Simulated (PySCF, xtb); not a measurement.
C2H4BN3, SMILES C1=NB(N)N=C1. The values are those of a single conformer.

Harmonic wavenumbers (cm⁻¹) from GFN2-xTB in xtb at its own minimum, in rising order: 132, 271, 421, 551, 588, 590, 621, 726, 798, 806, 857, 908, 910, 1019, 1183, 1205, 1420, 1538, 1638, 1656, 3046, 3054, 3490, 3536.

### Question
What does B3LYP-D3(BJ)/def2-SVP (PySCF) give at its own minimum? (An estimate is asked for; the answer gives what the named calculation found.)

### Answer
151, 314, 466, 576, 619, 677, 682, 795, 820, 878, 886, 897, 1002, 1135, 1311, 1327, 1442, 1615, 1644, 1685, 3085, 3099, 3592, 3701. Paired by order, the mean absolute difference is 61 cm⁻¹ and the zero-point energies are 44.3 and 46.3 kcal/mol.
